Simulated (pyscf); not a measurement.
Optimised with ωB97X-D3(BJ)/def2-SVP in PySCF. Correlated levels are frozen-core, on RHF or UHF. ΔMP2 is the change of the MP2 total energy from the triple- to the quadruple-zeta basis. Singlets are restricted, triplets unrestricted.

Singlet (Å):
```xyz
4

O      0.2365    -0.3857    -0.8006
Sn     1.6539     0.5638     0.2061
F      1.1399    -0.2476     1.9171
H     -0.3026    -0.9588    -0.2368
```

Triplet (Å):
```xyz
4

O      0.8987    -1.0068    -0.7283
Sn     0.0275     0.6184    -1.5612
F     -0.6282     1.9619    -0.2995
H      0.2264    -1.7036    -0.6736
```

**Question.** For these two minima of HO–Sn:–F, which spin state lies lower at CCSD(T)/def2-TZVPP + ΔMP2(QZVPP), and by how much (electronic energies)?

**Answer.** The singlet, by 78.0 kcal/mol. Zero-point energy shifts E(triplet) − E(singlet) by -0.3 kcal/mol. Other isomers of HO–Sn:–F [singlet] were not searched in full and may lie lower. 

E(triplet) − E(singlet) by level (kcal/mol):

```csv
level,gap
ωB97X-D3(BJ)/def2-TZVP,+77.6
PBE/def2-TZVP,+72.8
r²SCAN/def2-TZVP,+70.8
B3LYP-D3(BJ)/def2-TZVP,+76.1
PBE0-D3(BJ)/def2-TZVP,+72.5
M06-2X/def2-TZVP,+69.9
ωB97M-D3(BJ)/def2-TZVP,+76.6
HF/def2-TZVP,+59.5
MP2/def2-QZVPP,+81.6
CCSD/def2-TZVPP,+75.1
CCSD(T)/def2-TZVPP,+75.4
CCSD(T)/def2-TZVPP + ΔMP2(QZVPP),+78.0
```

The triplet is the lowest one reached from the SCF start used. The CCSD(T) − MP2 part came from Ansatz, without density fitting, on the same reference. The frozen core leaves the outer d or s,p core shells of the metals and heavy elements correlated in the MP2 and CC values, and def2-TZVPP describes them poorly, which can shift differences by a few kcal/mol. Elements past Kr carry the def2 core potentials, without spin-orbit coupling.
